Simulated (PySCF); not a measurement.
Al(H)(Me)(OiPr), C4H11AlO, SMILES [AlH]([CH3])[O]C(C)C, singlet at its GFN2-xTB optimised geometry (Å):

```
17

Al    -1.2194     0.0659     0.0000
H     -1.8254     1.4749     0.0000
C     -2.3400    -1.5835     0.0235
H     -3.4079    -1.3533     0.0218
H     -2.1469    -2.2030     0.9056
H     -2.1486    -2.2244    -0.8436
O      0.4257     0.0659     0.0000
C      1.8197     0.0963    -0.0988
C      2.2567     1.3259    -0.8919
C      2.3222    -1.1884    -0.7548
H      2.2297     0.1623     0.9204
H      1.8587     1.2681    -1.9029
H      3.3411     1.3836    -0.9358
H      1.8683     2.2244    -0.4187
H      1.9918    -2.0500    -0.1797
H      1.9160    -1.2668    -1.7611
H      3.4079    -1.1876    -0.8056
```

Method: B3LYP/def2-SVP (PySCF 2.14.0). Cells within 0.4 Å of a nucleus heavier than hydrogen are left out (blank, or x).

Map of the deformation density (molecule minus spherical neutral atoms) (e/bohr³) on the plane z = 0.0 Å:

```
|2222222222222222222222222222222|
|2222222222222222222222222222222|
|2222222222222222222222222222222|
|2222222222222222222222222222222|
|2222222222222222222222222222222|
|2222222222222222221111122222222|
|2222222222222222211111111222222|
|2222222222222222111111111122222|
|2222222211111111111111111112222|
|2222222111122111111122111111222|
|2222222222222111111122111111222|
|2222221223963211111111011111122|
|2222211224863112210011011111222|
|2222111123432123420023101111222|
|22221111111xx126x230x3001111222|
|22211111111xx124xx5xx2001111222|
|2211111123211125832044101111222|
|2211112235531123310023111111122|
|2211115647642112211011011111122|
|22111299xx421111111133111111122|
|22111144xx111111111146211111122|
|2211111123211111111123211111222|
|2221111112111111111111111112222|
|2222111111111112211111111122222|
|2222211111111122221111111222222|
|2222221111111222222211222222222|
|2222222222222222222222222222222|
|2222222222222222222222222222222|
|2222222222222222222222222222222|
|2222222222222222222222222222222|
|2222222222222222222222222222222|
```
Scale: ten equal steps from -0.021 (start of '0') to 0.083 (end of '9'), in the order '0123456789'; x runs from -5.50 to 5.50, y from -5.50 (bottom) to 5.50 (top).
